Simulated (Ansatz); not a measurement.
The first iterations of a band of AlFH4N2 + H2 (10 atoms, charge 0, multiplicity 1).

Method: Ansatz 0.2.0, RKS PBE-D4/6-31G*.

| Property | Result |
| --- | --- |
| movable images | 7 |
| climbing image | yes |
| spring | 5.0 eV/Å² |
| optimiser | quadratic models (default) |
| start path | through a guess of the saddle point |
| force threshold | 0.2 eV/Å |
| iteration limit | 60 |
| end points | relaxed |

First end point:

```xyz
10
Properties=species:S:1:pos:R:3
Al 0.175 0.378 0.087
N 0.136 0.098 1.848
H -0.719 0.045 2.398
H 0.951 -0.070 2.435
N 1.692 0.530 -0.833
H 2.628 0.510 -0.435
H 1.734 0.630 -1.846
F -1.278 0.523 -0.727
H -0.110 -3.233 1.382
H -0.068 -2.483 1.461
```

Last end point:

```xyz
10
Properties=species:S:1:pos:R:3
Al 0.145 -0.704 -0.103
N 0.067 -0.358 1.936
H -0.731 0.229 2.207
H 0.939 0.151 2.137
N 1.698 0.205 -0.446
H 2.421 -0.291 -0.972
H 1.659 1.161 -0.810
F -1.316 0.063 -0.493
H 0.209 -2.313 -0.187
H 0.048 -1.214 2.503
```

| iteration | highest image above the first end (eV) | largest band force component (eV/Å) |
| --- | --- | --- |
| 1 | 3.247 | 15.507 |
| 2 | 1.010 | 2.307 |
| 3 | 0.948 | 4.339 |
| 4 | 0.580 | 0.818 |

**Question.** Does the band converge within its limit, and where does its top end?

**Answer.** The forces met the threshold. It ended after 12 iterations with the highest image 0.688 eV above the first end. The threshold of 0.2 eV/Å is loose, so the images may lie well off the minimum-energy path. The order of the stationary point at the top wasn't checked. The orbitals stay closed-shell, which can raise the energy where a bond breaks towards radicals; this wasn't checked here.

The run took 3.5 min on 1 thread of Arm Neoverse V1 (shared host), peak memory 0.12 GiB.
